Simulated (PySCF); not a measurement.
Point groups of optimised structures. Method used: PySCF, PBE0-D3(BJ)/def2-SVP geometry optimisation, gas phase, def2 core potentials past Kr. The symmetry is that of the one conformer found, every atom within 0.08 Å of its image; none is proved a minimum here. Atoms past krypton carry def2 core potentials. The geometries of the anions come from a basis without diffuse functions.

**Question.** Point group, rotor type and polarity of [TcOF4]-, `[O]=[Tc-]([F])([F])([F])[F]`?

**Answer.** C4v; oblate symmetric top; symmetry number 4; 8 operations, which sort the 6 atoms into 3 sets; dipole about the centre of mass 1.41 D, along the axis; A, B, C = 2625, 2616, 2097 MHz.

**Question.** What symmetry has `C#CC#C`?

**Answer.** D∞h; linear; symmetry number 2; dipole forbidden by symmetry (computed 0.00 D).

**Question.** `o1cccc1C(C)(C)C` (2-tert-butylfuran): symmetry, top, dipole?

**Answer.** Cs; asymmetric top; symmetry number 1; 2 operations, which sort the 21 atoms into 16 sets; dipole 0.39 D, in the ab plane, which is the mirror; A, B, C = 3077, 1248, 1102 MHz.
